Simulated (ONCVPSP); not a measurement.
Si: excitation energies, all-electron against ONCV

- Element: silicon
- Generator: ONCVPSP 4.0.1
- Type: optimised norm-conserving Vanderbilt (ONCV)
- Functional: PBE
- Relativity: scalar-relativistic
- Frozen core: [Ne]
- Valence charge: 4
- Reference configuration: 3s2 3p1 (charge +1)
- Partial waves: 3s: rc 1.40 bohr, ncon 4, nbas 7, qcut 5.8 1/bohr, local; 3p: rc 2.20 bohr, ncon 4, nbas 8, qcut 4.5 1/bohr, 2 projectors, debl 1.1 Ha
- Local potential: the s channel
- Core correction: Teter function, fcfact 4.5, rcfact 1.5

Energies are relative to the spin-unpolarised reference configuration 3s2 3p1; without spin polarisation the order of configurations can differ from experiment.

```json
{"valence configuration": "3s2 3p0", "charge": "+2", "ΔE all-electron (eV)": "15.993", "error AE − PS (meV)": "-1.0"}
{"valence configuration": "3s1 3p2", "charge": "+1", "ΔE all-electron (eV)": "7.431", "error AE − PS (meV)": "-4.7"}
```

Task: What are ΔE and the potential's error for 3s1 3p0?

Result: ΔE = 49.964 eV all-electron; the error (AE − PS) is -45 meV.

Task: What are ΔE and the potential's error for 3s2 3p2?

Result: ΔE = -7.740 eV all-electron; the error (AE − PS) is +2.3 meV.
